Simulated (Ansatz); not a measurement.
## Scan of the C1–H4 bond length

CH$_{2}$SiTe, closed shell, at its PBE0-D4/def2-TZVP minimum:

C1  (-1.602, -0.388, -0.068)
Si2  (-0.081, -0.190, -0.675)
Te3  (1.561, 0.609, 0.978)
H4  (-2.652, -0.634, -0.081)
H5  (2.775, 0.603, -0.154)
(Å)

The bond length C1–H4 (1.079 Å at the minimum) is set to the values below, with the rest relaxed at PBE0-D4/def2-TZVP at each step. Each method's energies count from its own value at the PBE0-D4 minimum structure. Computed with Ansatz 0.2.0 (basis: def2-TZVPP); correlated methods freeze the cores. Filled d shells of the heavier atoms are correlated. Core potentials replace the inner electrons of the atoms past krypton. The def2 sets are not built for correlating such inner shells, so the correlated values are less sure here.

CCSD(T) energies along the scan:
```json
{"bond length (Å)": "0.949", "CCSD(T) (kJ/mol)": "38.0"}
{"bond length (Å)": "0.987", "CCSD(T) (kJ/mol)": "17.5"}
{"bond length (Å)": "1.042", "CCSD(T) (kJ/mol)": "2.5"}
{"bond length (Å)": "1.106", "CCSD(T) (kJ/mol)": "1.3"}
{"bond length (Å)": "1.177", "CCSD(T) (kJ/mol)": "14.3"}
{"bond length (Å)": "1.254", "CCSD(T) (kJ/mol)": "39.4"}
{"bond length (Å)": "1.335", "CCSD(T) (kJ/mol)": "73.1"}
{"bond length (Å)": "1.421", "CCSD(T) (kJ/mol)": "113.2"}
{"bond length (Å)": "1.510", "CCSD(T) (kJ/mol)": "156.2"}
```
They count from the CCSD(T) energy at the PBE0-D4 minimum.

Minimum and curvature along this coordinate at CCSD(T): A fifth-order fit through the nearest points gives 1.078 Å, with a curvature of about 36 eV/Å².

Largest difference from the CCSD(T) curve over the scan: PBE-D4 10.9; wB97M-V 6.5; HF 30.0 kJ/mol. Each curve counts from its own value at the minimum.

T1 diagnostic: at most 0.042. The T1 diagnostic is large here, which may signal multireference character or strong orbital relaxation, so CCSD(T) is less sure. The restricted Hartree–Fock reference is unstable towards an unrestricted one at one or more of these structures.

For scale, one of the runs: CCSD(T)/def2-TZVPP, 151 basis functions (an equivalent command: `ansatz run in.yaml --threads 2`). Hardware: 2 CPU threads, shared host. Wall time 22 s; peak host memory 1.1 GiB.
